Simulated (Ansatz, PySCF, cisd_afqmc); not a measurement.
Species: SiBr, charge 0, doublet. SiBr (SMILES [Si]Br, doublet).
B3LYP-D3(BJ)/def2-TZVP minimum from Ansatz (an electronic-structure program):
```
Si
Br 1 2.2523
```
Charge 0, spin multiplicity 2.

Atomisation energy term by term, kcal/mol (programs: Ansatz, cisd_afqmc). Open shells are spin-unrestricted; no spin-orbit coupling. Cores are frozen in correlated methods (noble-gas shells, and filled d and f shells in the p block). No relativity. AFQMC is phaseless with a CISD trial state; ± is one standard error, without the phaseless bias. Outlying blocks are dropped, and bars are widened where a walk drifts. Over all cases where full CI ran beside it in this data, AFQMC minus full CI had a median of +0.1 mEh and passed +0.4 mEh in a tenth of the cases. CBS(X,Y): correlation extrapolated as X^-3, Hartree-Fock from the larger set. A bracket is a step between two methods taken in the basis named. Spin-orbit terms, left out, reach several kcal/mol for Br and I, and more for heavier atoms.

```json
[
 {"term": "Hartree-Fock", "basis": "def2-QZVPP", "kcal/mol": "59.70"},
 {"term": "CCSD correlation", "basis": "CBS(def2-TZVPP,def2-QZVPP)", "kcal/mol": "26.06"},
 {"term": "(T)", "basis": "CBS(def2-TZVPP,def2-QZVPP)", "kcal/mol": "3.61"},
 {"term": "CCSDT(Q) - CCSD(T)", "basis": "def2-QZVPP", "kcal/mol": "0.19"},
 {"term": "CCSDTQ - CCSDT(Q)", "basis": "def2-SVP", "kcal/mol": "-0.03"},
 {"term": "minus zero-point energy", "basis": "Hessian by PySCF at B3LYP-D3(BJ)/def2-TZVP", "kcal/mol": "-0.57"},
 {"term": "sum: D0", "basis": "", "kcal/mol": "88.9"}
]
```

The step beyond CCSD(T) by other levels: CCSDTQ in def2-SVP 0.32; AFQMC/CISD in def2-SVP 0.17 ± 0.16; CCSDT(Q) in def2-SVP 0.36; CCSDT(Q) in def2-TZVPP 0.21 kcal/mol.
